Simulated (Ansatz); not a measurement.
CH₃AlF₂ (SMILES [CH3][Al]([F])[F]), singlet, geometry from GFN2-xTB (such geometries of metal compounds can be far from the true shape); Ansatz (an electronic-structure program) with WB97X-V/STO-3G.

Input for Ansatz:
Ansatz 0.2 input:
```yaml
crystal:
  periodic: [false, false, false]
  atoms:
    - {symbol: Al, position_ang: [0.05180306, 0.04011766, 0.00222470]}
    - {symbol: C, position_ang: [-1.50805595, -1.16573156, -0.06233932]}
    - {symbol: H, position_ang: [-1.30669362, -2.03874718, -0.68318980]}
    - {symbol: H, position_ang: [-2.37664668, -0.64890162, -0.46820696]}
    - {symbol: H, position_ang: [-1.76055472, -1.53755322, 0.93063349]}
    - {symbol: F, position_ang: [0.01100760, 1.60162551, -0.52911869]}
    - {symbol: F, position_ang: [1.52441362, -0.41295198, 0.59199405]}
basis:
  gaussian:
    orbitals: STO-3G
hamiltonian:
  xc: {name: wB97X-V}
```

Output, abridged:

```
Functional definition: wB97X-V
344 factors; integrals over basis functions are off by at most 6.5e-5 eV
124 factors; integrals over basis functions are off by at most 1.4e-6 eV
mean field evaluation 1: about -12942.0248 eV, gradient 2.7e1 eV
mean field evaluation 2: about -12944.3513 eV, gradient 1.8e1 eV
mean field evaluation 4: about -12945.3158 eV, gradient 5.2e-1 eV
mean field evaluation 8: about -12945.2786 eV, gradient 2.4e-3 eV
mean field -12945.27858315 eV, -475.7302133058 hartree, gradient 5.3e-5 eV, S^2 0.000000; 0 other end points of the search recorded, 0 dependent functions left out
reference -12945.27858229 eV, -475.7302132741 hartree; 20, 20 occupied and 7, 7 virtual orbitals, 344 factors
Total energy: -12945.27858229 eV, -475.7302132741 hartree
```
